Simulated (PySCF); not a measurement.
**Distorted geometries of [Hf2O3]2+**

[Hf2O3]2+ (singlet). PySCF 2.14.0, RKS PBE0, Hf def2-SVP with ECP60, O def2-SVP; non-relativistic Hamiltonian with scalar-relativistic core potentials where named; density fitting; no spin-orbit coupling. Relaxed geometry:

```xyz
5

Hf    0.0000    0.0000    1.3157
Hf    0.0000    0.0000   -1.3157
O     1.4253    0.0000    0.0000
O    -0.7126    1.2343    0.0000
O    -0.7127   -1.2343    0.0000
```

Q: Order these distorted geometries by energy above the relaxed one, lowest first.
A.
```xyz
5

Hf    0.0089   -0.0492    1.3149
Hf   -0.0111   -0.0163   -1.3021
O     1.4604   -0.0220    0.0060
O    -0.7237    1.3145   -0.0172
O    -0.7346   -1.2269   -0.0017
```
B.
```xyz
5

Hf    0.0725   -0.0681    1.2338
Hf   -0.0105    0.0202   -1.3192
O     1.3864    0.0025    0.0217
O    -0.7648    1.2330   -0.0196
O    -0.6836   -1.1876    0.0832
```
C.
```xyz
5

Hf   -0.2519    0.0017    1.7603
Hf    0.1093    0.2331   -1.2219
O     1.5383   -0.0737   -0.2447
O    -0.6145    0.9675   -0.3546
O    -0.7812   -1.1287    0.0609
```

A: A (0.18 eV), B (0.73 eV), C (15.38 eV).

Q: Which forces (eV/Å) act in the one that lies 0.18 eV up?

A: 
```
Hf   0.09  1.42 -0.31
Hf   0.13  1.41 -0.25
O   -1.23 -0.10  0.15
O    1.20 -2.44  0.22
O   -0.19 -0.29  0.19
```
Forces carry noise of the integration grid, about 0.01 to 0.03 eV/Å.
